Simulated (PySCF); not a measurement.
Ni (nickel, neutral) across methods

[Ar] 3d10, closed-shell 1S (an excited configuration). Computed with PySCF 2.14 in x2c-QZVPPall (11s7p6d4f2g, 108 functions), with the spin-free X2C one-electron Hamiltonian (Gaussian nucleus).

```json
{"method": "r2SCAN", "E (hartree)": "-1520.495", "mean ε 3s (eV)": "-105.87", "mean ε 3p (eV)": "-64.974", "mean ε 3d (eV)": "-1.687", "Σ⟨r²⟩ (bohr²)": "29.56", "⟨S²⟩": "0.000"}
{"method": "LDA", "E (hartree)": "-1517.821", "mean ε 3s (eV)": "-101.94", "mean ε 3p (eV)": "-62.931", "mean ε 3d (eV)": "-2.110", "Σ⟨r²⟩ (bohr²)": "29.75", "⟨S²⟩": "0.000"}
{"method": "BHandHLYP", "E (hartree)": "-1520.439", "mean ε 3s (eV)": "-114.08", "mean ε 3p (eV)": "-71.614", "mean ε 3d (eV)": "-4.745", "Σ⟨r²⟩ (bohr²)": "27.74", "⟨S²⟩": "0.000"}
{"method": "r2SCANh", "E (hartree)": "-1520.465", "mean ε 3s (eV)": "-107.77", "mean ε 3p (eV)": "-66.442", "mean ε 3d (eV)": "-2.265", "Σ⟨r²⟩ (bohr²)": "29.07", "⟨S²⟩": "0.000"}
{"method": "PBE", "E (hartree)": "-1520.326", "mean ε 3s (eV)": "-102.49", "mean ε 3p (eV)": "-63.060", "mean ε 3d (eV)": "-1.849", "Σ⟨r²⟩ (bohr²)": "30.04", "⟨S²⟩": "0.000"}
{"method": "B97-3", "E (hartree)": "-1520.367", "mean ε 3s (eV)": "-108.73", "mean ε 3p (eV)": "-67.617", "mean ε 3d (eV)": "-3.344", "Σ⟨r²⟩ (bohr²)": "28.67", "⟨S²⟩": "0.000"}
{"method": "PBE0", "E (hartree)": "-1520.285", "mean ε 3s (eV)": "-108.28", "mean ε 3p (eV)": "-67.297", "mean ε 3d (eV)": "-3.210", "Σ⟨r²⟩ (bohr²)": "28.67", "⟨S²⟩": "0.000"}
```

Task: Estimate the same row for UHF.

Result: E (hartree) = -1518.90431; mean ε 3s (eV) = -125.26; mean ε 3p (eV) = -79.694; mean ε 3d (eV) = -7.168; Σ⟨r²⟩ (bohr²) = 26.26; ⟨S²⟩ = 0.000.
